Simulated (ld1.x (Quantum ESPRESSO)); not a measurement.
## Scattering properties, PAW potential for lutetium (Lu)

lutetium, PAW, made with ld1.x (Quantum ESPRESSO) 7.5 (LDA (PZ), fully relativistic). Core [Kr] 4d10, reference 4f14 5s2 5p6 5d1 6s2 6p0. Waves: 5s (bound): rcut 1.50, rcutus 1.65 bohr; 6s (bound): rcut 1.50, rcutus 1.65 bohr; 5p (bound): rcut 2.10, rcutus 2.35 bohr; 6p (bound, empty): rcut 2.10, rcutus 2.35 bohr; 5d (bound): rcut 1.55, rcutus 2.05 bohr; 5d channel at 1.25 Ry: rcut 1.55, rcutus 2.05 bohr; 4f (bound): rcut 0.95, rcutus 1.25 bohr; 4f channel at 1.65 Ry: rcut 0.95, rcutus 1.25 bohr. Local part: all-electron potential smoothed inside 1.15 bohr (lloc = -1). Core correction: a·sin(br)/r model core, default radius (ld1.x builds one for every PAW set, though the input has nlcc=.false.). Augmentation charge: PSQ, inside the norm-conserving radii.

Open shells are filled in proportion to 2j + 1 (rel_dist='average').

The phase is arctan(r·u′/u) with u = r·R(r), unwrapped; energies in Ry, scanned from -6 to 5 Ry. A pole is an energy at which the radial function vanishes at the test radius. The pseudo phase is shifted by a multiple of π to meet the all-electron one at the reference energy, and phase errors are pseudo minus all-electron; the curves can meet again beyond the range given. Levels narrower than the energy grid can be missing from the lists of poles.

```json
{"channel": "s", "radius (bohr)": "2.54", "reference energy (Ry)": "-0.35", "poles, all-electron": "-4.42, 3.48", "poles, pseudo": "-4.42, 3.45", "unbroken range about the reference energy with phases within 0.05 rad": "the whole range", "phase error 1 Ry above the reference energy (rad)": "-0.001"}
{"channel": "p1/2", "radius (bohr)": "2.54", "reference energy (Ry)": "-0.12", "poles, all-electron": "-2.53, 4.84", "poles, pseudo": "-2.48, -1.90, 2.16", "unbroken range about the reference energy with phases within 0.05 rad": "-1.3 to 0.4", "phase error 1 Ry above the reference energy (rad)": "-0.515"}
{"channel": "p3/2", "radius (bohr)": "2.54", "reference energy (Ry)": "-0.10", "poles, all-electron": "-1.92", "poles, pseudo": "-2.00, 2.19", "unbroken range about the reference energy with phases within 0.05 rad": "-2.2 to 0.6", "phase error 1 Ry above the reference energy (rad)": "-0.254"}
{"channel": "d3/2", "radius (bohr)": "2.54", "reference energy (Ry)": "-0.16", "poles, all-electron": "0.93", "poles, pseudo": "0.93", "unbroken range about the reference energy with phases within 0.05 rad": "below 3.9", "phase error 1 Ry above the reference energy (rad)": "-0.000"}
{"channel": "d5/2", "radius (bohr)": "2.54", "reference energy (Ry)": "-0.13", "poles, all-electron": "1.03", "poles, pseudo": "1.03", "unbroken range about the reference energy with phases within 0.05 rad": "below 4.0", "phase error 1 Ry above the reference energy (rad)": "-0.000"}
{"channel": "f5/2", "radius (bohr)": "2.54", "reference energy (Ry)": "-0.78", "poles, all-electron": "-0.75, 4.57", "poles, pseudo": "-0.75, 4.57", "unbroken range about the reference energy with phases within 0.05 rad": "the whole range", "phase error 1 Ry above the reference energy (rad)": "+0.000"}
{"channel": "f7/2", "radius (bohr)": "2.54", "reference energy (Ry)": "-0.67", "poles, all-electron": "-0.64, 4.60", "poles, pseudo": "-0.64, 4.60", "unbroken range about the reference energy with phases within 0.05 rad": "the whole range", "phase error 1 Ry above the reference energy (rad)": "+0.000"}
```

The ghost test of this file was not conclusive.

Phases in the p3/2 channel:

```csv
E (Ry),all-electron,pseudo
-6.00,1.392,1.402
-5.74,1.387,1.397
-5.48,1.381,1.393
-5.22,1.374,1.388
-4.96,1.367,1.382
-4.70,1.358,1.375
-4.44,1.348,1.368
-4.18,1.336,1.359
-3.92,1.321,1.349
-3.66,1.301,1.336
-3.40,1.273,1.319
-3.14,1.231,1.294
-2.88,1.152,1.253
-2.62,0.934,1.159
-2.36,-0.369,0.660
-2.10,-1.423,-1.457
-1.84,-1.610,-1.654
-1.58,-1.688,-1.721
-1.32,-1.737,-1.760
-1.06,-1.775,-1.791
-0.80,-1.810,-1.820
-0.54,-1.846,-1.850
-0.28,-1.886,-1.887
-0.02,-1.933,-1.933
0.24,-1.993,-1.999
0.50,-2.073,-2.105
0.76,-2.187,-2.310
1.02,-2.363,-2.815
1.28,-2.646,-3.773
1.54,-3.075,-4.330
1.80,-3.560,-4.556
2.06,-3.929,-4.672
2.32,-4.161,-4.746
2.58,-4.307,-4.802
2.84,-4.403,-4.848
3.10,-4.472,-4.890
3.36,-4.522,-4.932
3.62,-4.562,-4.976
3.88,-4.594,-5.025
4.14,-4.620,-5.083
4.40,-4.642,-5.153
4.66,-4.662,-5.244
4.92,-4.679,-5.366
```
